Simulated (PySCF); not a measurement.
Molfile (atoms numbered from 1):
```
C2H5ClO2Si
     RDKit          3D

 11 11  0  0  0  0  0  0  0  0999 V2000
    5.5845    0.3008    2.4618 Cl  0  0  0  0  0  0  0  0  0  0  0  0
    3.9089   -0.1724    1.3773 Si  0  0  0  0  0  4  0  0  0  0  0  0
    2.5704   -0.1947    2.3648 O   0  0  0  0  0  0  0  0  0  0  0  0
    1.6038    0.7254    1.8848 C   0  0  0  0  0  0  0  0  0  0  0  0
    2.3312    1.7382    0.9869 C   0  0  0  0  0  0  0  0  0  0  0  0
    3.4105    1.0542    0.3701 O   0  0  0  0  0  0  0  0  0  0  0  0
    4.1892   -1.4204    0.6442 H   0  0  0  0  0  0  0  0  0  0  0  0
    1.1133    1.2204    2.7372 H   0  0  0  0  0  0  0  0  0  0  0  0
    0.8312    0.1792    1.3145 H   0  0  0  0  0  0  0  0  0  0  0  0
    2.7187    2.5849    1.5821 H   0  0  0  0  0  0  0  0  0  0  0  0
    1.6661    2.1437    0.2094 H   0  0  0  0  0  0  0  0  0  0  0  0
  1  2  1  0
  2  3  1  0
  3  4  1  0
  4  5  1  0
  5  6  1  0
  6  2  1  0
  2  7  1  0
  4  8  1  0
  4  9  1  0
  5 10  1  0
  5 11  1  0
M  END
```

Geometry: PBE0-D3(BJ)/def2-SVP; GIAO shifts from PySCF, gas phase, non-relativistic, averaged over equivalent atoms.

At PBE0/pcSseg-1 (141 basis functions, 15 s wall time on 1 thread of an Arm Neoverse V2, shared host):
```csv
atoms,δ (ppm)
Cl1,93.4
Si2,-2.4
O3/O6,64.6
C4/C5,66.5
H7,5.26
H8/H10,4.03
H9/H11,3.94
```

δ = σ(ref) − σ, references computed at the same level: ³⁵Cl (943.27 ppm) against HCl; ²⁹Si (351.99 ppm), ¹³C (184.41 ppm), ¹H (31.27 ppm) against TMS; ¹⁷O (334.56 ppm) against H2O.

Predict the values at B97-2/pcSseg-2 on the same geometry.

Results:


```json
{"atoms": "Cl1", "δ at B97-2/pcSseg-2": "79.2", "change": "-14.2"}
{"atoms": "Si2", "δ at B97-2/pcSseg-2": "-12.2", "change": "-9.8"}
{"atoms": "O3/O6", "δ at B97-2/pcSseg-2": "64.0", "change": "-0.6"}
{"atoms": "C4/C5", "δ at B97-2/pcSseg-2": "68.4", "change": "+1.9"}
{"atoms": "H7", "δ at B97-2/pcSseg-2": "5.47", "change": "+0.21"}
{"atoms": "H8/H10", "δ at B97-2/pcSseg-2": "4.02", "change": "-0.01"}
{"atoms": "H9/H11", "δ at B97-2/pcSseg-2": "3.91", "change": "-0.03"}
```

Shifts are taken against calculated references (same method and geometry level): ³⁵Cl (σ = 936.59 ppm) against HCl; ²⁹Si (σ = 347.59 ppm), ¹³C (σ = 183.46 ppm), ¹H (σ = 31.36 ppm) against TMS; ¹⁷O (σ = 326.24 ppm) vs H2O.

The largest change is at Cl1 (chlorine bonded to Si). Cost: 300 basis functions, 36 s wall time on 1 thread of an Arm Neoverse V2, shared host.

Experimental scales use liquid or dissolved standards, which lie at an offset from isolated H2O (liquid H2O: subtract about 36 ppm).
